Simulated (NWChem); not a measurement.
**Correlation energy of CH$_{4}$N**

```
C
H 1 1.1021
H 1 1.1118 2 108.04
H 1 1.1118 2 108.04 3 -113.24
N 1 1.4347 2 111.30 3 123.38
H 5 1.0334 1 106.27 2 180.00
```
Charge 0, spin multiplicity 2.

The numbers come from NWChem runs, not from measurements. The geometry was optimised at UB3LYP/def2-SVP, a minimum by its harmonic frequencies.

Basis set: def2-SVP. Each correlation energy counts from its own Hartree-Fock reference.

The correlated methods keep 2 core orbitals frozen. The structure started from a generated list of species. The unpaired electrons of the parent sit in orbitals of symmetry a" (Cs labels of the run); other states weren't searched. The stability of the SCF solutions was not checked. Open-shell Hartree-Fock references start from PBE0 orbitals. No row is a measurement; the coupled-cluster row has its own basis-set and correlation limits.

```
method           correlation energy (mHa)
---------------  ------------------------
UMP2                               -283.4
SCS-UMP2                              ___
CCSD on UHF                        -317.1
CCSD[T] on UHF                     -324.9
CCSD(T) on UHF                     -324.6
CCSD on ROHF                       -321.8
CCSD[T] on ROHF                    -329.8
CCSD(T) on ROHF                       ___
```

Some entries are withheld; supply them.


- SCS-UMP2, correlation energy (mHa): -285.8
- CCSD(T) on ROHF, correlation energy (mHa): -329.5
